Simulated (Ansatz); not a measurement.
Pulling on the Ge2–H3 bond in BGeH5 (SMILES [BH2][GeH3]) (multiplicity 1 held, fragments rigid). Energies count from the point at 1.540 Å.
Geometry at that point (charge 0, multiplicity 1):
```xyz
7

B     -1.68448    -0.08981    -0.38806
Ge     0.32433     0.01333     0.07253
H      1.16136    -1.18219    -0.41786
H      0.93481     1.29603    -0.53232
H      0.50580     0.12015     1.60208
H     -2.40523     0.79344    -0.04632
H     -2.15298    -1.00476    -0.98629
```

Signs of static correlation in cc-pVTZ, with CASSCF(2,2), from Ansatz (a program for electronic structure) runs.

```tsv
R (Å)	T1 of restricted CCSD	⟨S²⟩ of UHF	largest double amplitude of restricted CCSD	weight of the CASSCF reference in MRCISD	CASSCF natural occupations
1.232	0.011	0.000	0.029	0.902	1.99 0.01
1.386	0.011	0.000	0.029	0.902	1.99 0.01
1.540	0.011	0.000	0.029	0.901	1.98 0.02
1.694	0.012	0.000	0.040	0.901	1.97 0.03
1.848	0.012	0.000	[?]	0.901	1.96 0.04
2.078	0.014	0.000	0.111	0.901	1.93 0.07
2.309	0.018	0.271	0.165	0.901	1.88 0.12
2.694	0.028	0.729	0.272	0.901	1.76 0.24
3.079	0.045	0.901	0.403	0.901	1.59 0.41
3.541	[?]	0.973	0.580	0.902	1.37 0.63
4.157	0.092	0.999	0.784	0.902	1.18 0.82
4.927	0.105	1.004	0.930	0.902	1.06 0.94
```

Task: Some entries are withheld; supply them.

Result: 
- 1.848, largest double amplitude of restricted CCSD: 0.048
- 3.541, T1 of restricted CCSD: 0.068

Doubts at one or more of the structures used: a restricted determinant that unrestricted orbitals would lower (R-CCSD(T)/cc-pVTZ); other coupled-cluster roots lie near (R-CCSD(T)/cc-pVTZ); T1 above 0.05 (R-CCSD(T)/cc-pVTZ, U-CCSD(T)/cc-pVTZ); a spin-contaminated determinant (U-CCSD(T)/cc-pVTZ).
